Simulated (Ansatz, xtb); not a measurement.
**C4H5FN2Si: which of two isomers lies lower**

Structure a: `Fc1cnc([SiH3])cn1`, a singlet. Structure b: `Fc1cncc([SiH3])n1`, a singlet. Both are isolated molecules in the gas phase, relaxed with r2SCAN-D4/def2-SVP.

Problem. Estimate which is lower in electronic energy at CCSD(T)/def2-SVP + ΔMP2/def2-TZVPP, and by roughly how much.

Solution. Too close to call at this level: CCSD(T)/def2-SVP + ΔMP2/def2-TZVPP gives E(b) − E(a) = +0.22 kcal/mol.

The same difference at several levels:

| level | geometry | E(b) − E(a) (kcal/mol) | departure from the last row (kcal/mol) | job, with rough time for the two |
| --- | --- | --- | --- | --- |
| GFN2-xTB | GFN2-xTB | −0.39 | −0.62 | optimisation, 0.13 s |
| HF/STO-3G | GFN2-xTB | −0.16 | −0.38 | single point, 0.46 s |
| r2SCAN-D4/def2-SVP//GFN2-xTB | GFN2-xTB | +0.35 | +0.13 | single point, 3.7 s |
| r2SCAN-D4/def2-SVP | r2SCAN-D4/def2-SVP | +0.31 | +0.09 | optimisation, 30 s |
| HF/def2-SVP | r2SCAN-D4/def2-SVP | +0.37 | +0.15 | part of the CCSD(T) run |
| MP2/def2-SVP | r2SCAN-D4/def2-SVP | +0.26 | +0.04 | part of the CCSD(T) run |
| CCSD(T)/def2-SVP | r2SCAN-D4/def2-SVP | +0.28 | +0.06 | single point |
| CCSD(T)/def2-SVP + ΔMP2/def2-TZVPP | r2SCAN-D4/def2-SVP | +0.22 |  | single point, 53 s |

As drawn, both hold the same kinds of bond in the same numbers.

The largest departure from CCSD(T)/def2-SVP + ΔMP2/def2-TZVPP is that of GFN2-xTB, 0.62 kcal/mol. A small imaginary or near-zero mode remains, so no thermal terms are given. The last row adds to CCSD(T) the change of the MP2 difference between the two basis sets, here −0.06 kcal/mol.

The correlated steps freeze 12 core orbitals. Codes used: Ansatz 0.2.0, xtb 6.7.1; the last row on 2 threads of Intel(R) Xeon(R) 6975P-C (Granite Rapids) on a shared host.
